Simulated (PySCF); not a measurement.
**Working with the constants of LiBr**

RHF-CCSD(T) constants of LiBr, ¹Σ⁺ (singlet), closed shell (PySCF, scalar-relativistic core potentials, basis sets Li cc-pVDZ, Br cc-pVDZ-PP with ECP10; masses 7.0160 and 78.9183 u):

* ωe: 545.7 cm⁻¹
* ωexe: 2.69 cm⁻¹
* Be: 0.52669 cm⁻¹
* αe: 0.00456 cm⁻¹
* De to Li + Br: 3.98 eV

What force constant and bond length do these constants imply?

Reduced mass μred = 6.4432 u; k = 5.8918×10⁻⁷·μred·ωe² (u, cm⁻¹, mdyn/Å) = 1.13 mdyn/Å; Re = √(16.8576/(μred·Be)) (u, cm⁻¹, Å) = 2.229 Å.

Estimate the centrifugal constant D from the Kratzer relation and find the Dunham coefficient a1.

D = 4Be³/ωe² = 1.96e-06 cm⁻¹; a1 = −1 − αeωe/(6Be²) = -2.50.

Measured values (Huber and Herzberg, Constants of Diatomic Molecules (1979)): ωe = 563.16 cm⁻¹, ωexe = 3.53 cm⁻¹, Be = 0.555399 cm⁻¹, αe = 0.0056442 cm⁻¹.

Correlated steps freeze 4 core orbitals. Correlated levels converge slowly with the basis: in double zeta they bind strong bonds too weakly, by up to about 1 eV, and carry superposition errors of some tenths. Where the molecule has an RHF reference, its open-shell atoms are computed with UHF.
